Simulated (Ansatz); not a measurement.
Basis-set extrapolation for CH$_{4}$BNO, SMILES `BOC=N` (PBE0-D4/def2-TZVP geometry, frozen core, Ansatz). Multiplicity 1, RHF reference.

```
                      def2-TZVPP   def2-QZVPP
                 HF  -194.288469  -194.297863
    MP2 correlation    -0.692399    -0.742139
CCSD(T) correlation    -0.746222      not run
```

Energies in hartree. Use E(X) = E(∞) + A·exp(−7.88·√X) for Hartree–Fock and E(X) = E(∞) + B·X^(−2.97) for correlation, with X = 3 and 4, and add CCSD(T) minus MP2 of the smaller set to the MP2 limit.

**Question.** What is the CCSD(T) energy at the basis-set limit?

**Answer.** HF limit: -194.297863 + (-0.009394) × 0.13774 = -194.29916. MP2 limit: -0.742139 + (-0.049740) × 0.74074 = -0.77898. Higher-order term: -0.746222 − (-0.692399) = -0.05382. Total: -195.13196 hartree, 255.4 kJ/mol below CCSD(T)/def2-TZVPP.
